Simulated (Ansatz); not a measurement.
Method: B3LYP-D3(BJ)/def2-TZVP // PBE0-D3(BJ)/def2-SVP run with Ansatz (a quantum-chemistry and plane-wave program). Gas-phase values, no solvent. B3LYP has the VWN-RPA correlation part, as in Gaussian.  In the def2 sets, heavy atoms carry core potentials.

Reference species (SMILES): `C[CH2][Sn]([Cl])([Cl])[Cl]` (neutral, multiplicity 1).

| Quantity | Result |
|---|---|
| LUMO | -2.48 eV |
| vertical ionisation energy (Delta-SCF) | 10.36 eV |
| HOMO–LUMO gap | 6.02 eV |

After one change: the LUMO falls by 0.06 eV; the vertical ionisation energy (Delta-SCF) rises by 0.42 eV; the HOMO–LUMO gap rises by 0.27 eV.

Question: Name the change that produced these shifts. The new species is one of these.
A) `[CH3][Sn]([Cl])([Cl])[Cl]`
B) `[Cl][Sn]([Cl])([Cl])[c]1ccccc1`
C) `FC(F)(F)[CH2][Sn]([Cl])([Cl])[Cl]`
D) `C[CH](C)[Sn]([Cl])([Cl])[Cl]`

Answer: A, `[CH3][Sn]([Cl])([Cl])[Cl]`
